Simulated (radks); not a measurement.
Spherical quantum dot in the effective-mass picture: electrons in a well V = -V0 / (1 + exp((r - R)/a)) with V0 = 22.2, R = 2.42, a = 0.082, all in effective atomic units (hartree* = m*/eps^2 hartree, bohr* = eps/m* bohr), one dielectric constant everywhere. Method: non-relativistic Kohn-Sham, PBE, spin-polarised, spherical densities; computed with a radial shooting solver with Libxc functionals. Levels are named by radial order and angular momentum (1s, 1p, 1d, 2s, ...), and open shells are averaged over m. Results are scaled to m* = 0.047 and eps = 7.2, for which hartree* = 24.67 meV and bohr* = 8.107 nm. Each electron was tried in the lowest free levels, single moves between levels near the top were tried too, and the lowest total energy was kept; such a search can miss a lower state. At N = 1 the Hartree and exchange-correlation terms need not cancel, so that row can carry a self-interaction error.

N	open shells	2S	E (meV)	addition energy mu(N+1) - mu(N) (meV)	e(HOMO) (meV)	rms radius (nm)
1	1s(up 1, down 0)	1	-527.607	16.42	-521.34	10.72
2	none	0	-1038.79	31.21	-504.96	11.08
3	1p(up 1, down 0)	1	-1518.77	12.49	-473.84	11.77
4	1p(up 2, down 0)	2	-1986.25	12.87	-461.07	12.16
5	1p(up 3, down 0)	3	-2440.85	16.78	-448.13	12.42
6	1p(up 3, down 1)	2	-2878.68	12.14	-431.86	12.63
7	1p(up 3, down 2)	1	-3304.38	12.50	-419.48	12.80
8	none	0	-3717.57	34.58	-406.89	12.94
9	1d(up 1, down 0)	1	-4096.18	12.05	-372.61	13.14
10	1d(up 2, down 0)	2	-4462.75	12.13	-360.51	13.31
11	1d(up 3, down 0)	3	-4817.18	12.17	-348.35	13.45
12	1d(up 4, down 0)	4	-5159.45	12.19	-336.17	13.57
13	1d(up 5, down 0)	5	-5489.53	15.68	-323.98	13.68
14	1d(up 5, down 1)	4	-5803.92	11.82	-308.50	13.78
15	1d(up 5, down 2)	3	-6106.49	11.90	-296.63	13.87
16	1d(up 5, down 3)	2	-6397.17	11.95	-284.70	13.95
17	1d(up 5, down 4)	1	-6675.89	11.97	-272.74	14.03
18	none	0	-6942.64	37.99	-260.76	14.10
19	1f(up 1, down 0)	1	-7171.41	11.67	-222.94	14.19
20	1f(up 2, down 0)	2	-7388.51	11.68	-211.26	14.27
21	1f(up 3, down 0)	3	-7593.92	11.69	-199.57	14.34
22	1f(up 4, down 0)	4	-7787.64	11.70	-187.87	14.41
23	1f(up 5, down 0)	5	-7969.67	11.70	-176.17	14.47
24	1f(up 6, down 0)	6	-8139.99	-	-164.47	14.54

All shells are closed at N = 2, 8, 18 (there: 1s2 1p6 1d10); the second difference of the energy has clear peaks (12 % above both neighbours; the first and last values, which can be the largest, are not judged, and half-filled shells can peak too) at N = 2, 5, 8, 13, 18.
